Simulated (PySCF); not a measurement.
CClF$_{2}$, charge +2, doublet, at a GFN2-xTB geometry of the parent state (a state made from the parent by changing its charge; the spin is typed, not shown lowest); PySCF with TPSS/pcseg-1.

PySCF was given this input:
```python
from pyscf import gto, scf, dft

mol = gto.M(
    atom='''
F    -1.133305   -0.976862    0.029427
C    -0.358184    0.026604    0.000082
F    -0.976565    1.133574   -0.028942
Cl    1.243408   -0.092355   -0.000286
''',
    basis='pcseg-1',
    charge=2,
    spin=1,
    verbose=4,
)

mf = dft.ROKS(mol)
mf.xc = 'tpss'
mf.kernel()
mf.analyze()
```

The log (banner, timings and long lists left out):

```
PySCF version 2.14.0

[INPUT] verbose = 4
[INPUT] num. atoms = 4
[INPUT] num. electrons = 39
[INPUT] charge = 2
[INPUT] spin (= nelec alpha-beta = 2S) = 1
[INPUT] symmetry False subgroup None
[INPUT] Mole.unit = angstrom
[INPUT] Symbol           X                Y                Z      unit          X                Y                Z       unit  Magmom
[INPUT]  1 F     -1.133305000000  -0.976862000000   0.029427000000 AA   -2.141636065600  -1.846001641495   0.055608970668 Bohr   0.0
[INPUT]  2 C     -0.358184000000   0.026604000000   0.000082000000 AA   -0.676869662201   0.050274273818   0.000154957542 Bohr   0.0
[INPUT]  3 F     -0.976565000000   1.133574000000  -0.028942000000 AA   -1.845440392836   2.142144401928  -0.054692453497 Bohr   0.0
[INPUT]  4 Cl     1.243408000000  -0.092355000000  -0.000286000000 AA    2.349700581093  -0.174525656234  -0.000540461672 Bohr   0.0

nuclear repulsion = 162.764699207251
number of shells = 12
number of NR pGTOs = 119
number of NR cGTOs = 60
basis = pcseg-1
ecp = {}

******** <class 'pyscf.dft.roks.ROKS'> ********
method = ROKS
initial guess = minao
damping factor = 0
level_shift factor = 0
DIIS = <class 'pyscf.scf.diis.CDIIS'>
diis_start_cycle = 1
diis_space = 8
diis_damp = 0
SCF conv_tol = 1e-09
SCF conv_tol_grad = None
SCF max_cycles = 50
direct_scf = True
direct_scf_tol = 1e-13
num. doubly occ = 19  num. singly occ = 1
XC library pyscf.dft.libxc version 7.1.2
    S. Lehtola, C. Steigemann, M. J. T. Oliveira, and M. A. L. Marques,  SoftwareX 7, 1–5 (2018)
XC functionals = tpss
    J. Tao, J. P. Perdew, V. N. Staroverov, and G. E. Scuseria,  Phys. Rev. Lett. 91, 146401 (2003)
    J. P. Perdew, J. Tao, V. N. Staroverov, and G. E. Scuseria,  J. Chem. Phys. 120, 6898 (2004)
    J. Tao, J. P. Perdew, V. N. Staroverov, and G. E. Scuseria,  Phys. Rev. Lett. 91, 146401 (2003)
    J. P. Perdew, J. Tao, V. N. Staroverov, and G. E. Scuseria,  J. Chem. Phys. 120, 6898 (2004)
radial grids:
    Treutler-Ahlrichs [JCP 102, 346 (1995); DOI:10.1063/1.469408] (M4) radial grids

becke partition: Becke, JCP 88, 2547 (1988); DOI:10.1063/1.454033
pruning grids: <function nwchem_prune>
grids dens level: 3
symmetrized grids: False
atomic radii adjust function: <function treutler_atomic_radii_adjust>
small_rho_cutoff = 0
Set gradient conv threshold to 3.16228e-05
tot grids = 61528
init E= -698.66913714743
  HOMO = -0.34867141036077  LUMO = -0.0911122735147494  gap/eV = 7.00854
cycle= 1 E= -696.614124773724  delta_E= 2.06  |g|= 0.875  |ddm|= 1.74
  HOMO = -0.938464551914431  LUMO = -0.82035746615525  gap/eV = 3.21386
cycle= 2 E= -695.282031538278  delta_E= 1.33  |g|= 2.69  |ddm|= 1.96
  HOMO = -0.975621326836945  LUMO = -0.789790602936461  gap/eV = 5.05671
cycle= 3 E= -696.70825741193  delta_E= -1.43  |g|= 0.64  |ddm|= 1.71
  HOMO = -0.966623917641487  LUMO = -0.713780540681763  gap/eV = 6.88022
cycle= 4 E= -696.638835563926  delta_E= 0.0694  |g|= 0.66  |ddm|= 1.13
  HOMO = -0.939444868520085  LUMO = -0.719079231790114  gap/eV = 5.99645
cycle= 5 E= -696.800905492538  delta_E= -0.162  |g|= 0.213  |ddm|= 0.967
  HOMO = -0.950771114277809  LUMO = -0.71471945184385  gap/eV = 6.42329
cycle= 6 E= -696.8145917073  delta_E= -0.0137  |g|= 0.0533  |ddm|= 0.171
  HOMO = -0.949434224808924  LUMO = -0.712992958291133  gap/eV = 6.43389
cycle= 7 E= -696.815189899341  delta_E= -0.000598  |g|= 0.0231  |ddm|= 0.0298
  HOMO = -0.950239921136947  LUMO = -0.712921091671481  gap/eV = 6.45777
cycle= 8 E= -696.815374796152  delta_E= -0.000185  |g|= 0.00365  |ddm|= 0.0295
  HOMO = -0.95023740860143  LUMO = -0.7129444376101  gap/eV = 6.45707
cycle= 9 E= -696.815371359901  delta_E= 3.44e-06  |g|= 0.00531  |ddm|= 0.00595
  HOMO = -0.950191602674634  LUMO = -0.712952124178473  gap/eV = 6.45562
cycle= 10 E= -696.815376708356  delta_E= -5.35e-06  |g|= 0.00157  |ddm|= 0.00363
  HOMO = -0.950061530227643  LUMO = -0.71297151712958  gap/eV = 6.45155
cycle= 11 E= -696.815377538814  delta_E= -8.3e-07  |g|= 0.000166  |ddm|= 0.00225
  HOMO = -0.950077515008626  LUMO = -0.712973762469113  gap/eV = 6.45192
cycle= 12 E= -696.815377547982  delta_E= -9.17e-09  |g|= 8.81e-05  |ddm|= 0.000866
  HOMO = -0.95007770751441  LUMO = -0.712973996120543  gap/eV = 6.45192
cycle= 13 E= -696.815377551882  delta_E= -3.9e-09  |g|= 4.91e-05  |ddm|= 0.000472
  HOMO = -0.950075745557061  LUMO = -0.712973934914529  gap/eV = 6.45187
cycle= 14 E= -696.815377552793  delta_E= -9.11e-10  |g|= 2.35e-06  |ddm|= 9.23e-05
  HOMO = -0.950076311114414  LUMO = -0.712973903109025  gap/eV = 6.45189
Extra cycle  E= -696.815377552743  delta_E= 5.05e-11  |g|= 1.31e-05  |ddm|= 1.68e-05
converged SCF energy = -696.815377552743
**** SCF Summaries ****
Total Energy =                        -696.815377552742575
Nuclear Repulsion Energy =             162.764699207251454
One-electron Energy =                -1261.919326897779683
Two-electron Energy =                  402.339250137785712
Two-electron Coulomb Energy =          456.170081357540028
DFT Exchange-Correlation Energy =      -53.830831219754302
HOMO-LUMO gap [eV] =                     6.451885150506182
**** MO energy ****
                Roothaan           | alpha              | beta
MO #1   energy= -101.731836603731  | -101.734903965259  | -101.728769242203  occ= 2
MO #2   energy= -25.0793679288499  | -25.0809224514534  | -25.0778134062464  occ= 2
MO #3   energy= -25.0793333961286  | -25.0808879617402  | -25.0777788305171  occ= 2
MO #4   energy= -10.8678314406938  | -10.8678334490207  | -10.867829432367   occ= 2
MO #5   energy= -9.98414312134394  | -9.9865979938566   | -9.98168824883129  occ= 2
MO #6   energy= -7.76777652911463  | -7.76928535267103  | -7.76626770555825  occ= 2
MO #7   energy= -7.76691623176094  | -7.77521173231042  | -7.75862073111315  occ= 2
MO #8   energy= -7.75403826092295  | -7.75551535204082  | -7.75256116980505  occ= 2
MO #9   energy= -1.86494020095038  | -1.86755234518762  | -1.86232805671314  occ= 2
MO #10  energy= -1.79721439836238  | -1.80026020764747  | -1.79416858911253  occ= 2
MO #11  energy= -1.52224263257907  | -1.5358346762412   | -1.50865058891699  occ= 2
MO #12  energy= -1.22335911472332  | -1.22816197828922  | -1.21855625115741  occ= 2
MO #13  energy= -1.14754531052326  | -1.15097153985544  | -1.14411911059499  occ= 2
MO #14  energy= -1.14342654209624  | -1.14965997577035  | -1.1371931084221   occ= 2
MO #15  energy= -1.10078365695063  | -1.10206829645275  | -1.0994990174485   occ= 2
MO #16  energy= -1.00421812165355  | -1.01165883661319  | -0.996777406693121 occ= 2
MO #17  energy= -0.993611205213648 | -0.994791630681063 | -0.992430779746241 occ= 2
MO #18  energy= -0.985668196967703 | -0.995538716685698 | -0.975798177982455 occ= 2
MO #19  energy= -0.958647405239147 | -0.964928338232551 | -0.952366472246518 occ= 2
MO #20  energy= -0.950076311114414 | -0.983742380644633 | -0.916409686609543 occ= 1
MO #21  energy= -0.712973903109025 | -0.714592361169976 | -0.711355445048069 occ= 0
MO #22  energy= -0.597817359617011 | -0.605976093393781 | -0.589658625840243 occ= 0
MO #23  energy= -0.451488085092396 | -0.458519553498883 | -0.444456627126253 occ= 0
MO #24  energy= -0.407908658657032 | -0.410380918991762 | -0.405436398322308 occ= 0
MO #25  energy= -0.190471238316691 | -0.196308198836674 | -0.184634277796734 occ= 0
MO #26  energy= -0.177715634165829 | -0.179870081566417 | -0.175561186766063 occ= 0
MO #27  energy= -0.177549174989413 | -0.188459093072783 | -0.166639269176639 occ= 0
MO #28  energy= -0.173852910739418 | -0.176646844754013 | -0.171058976724816 occ= 0
 ** Mulliken pop on meta-lowdin orthogonal AOs  **
 ** Mulliken pop  **
 ** Mulliken atomic charges  **
charge of    0F =      0.10772
charge of    1C =      0.74907
charge of    2F =      0.10772
charge of    3Cl =      1.03550

WARN: System has nonzero charge 2; the dipole moment is origin-dependent.
Location of origin: [0. 0. 0.]

Dipole moment(X, Y, Z, Debye):  3.12047, -0.23178, -0.00073
```
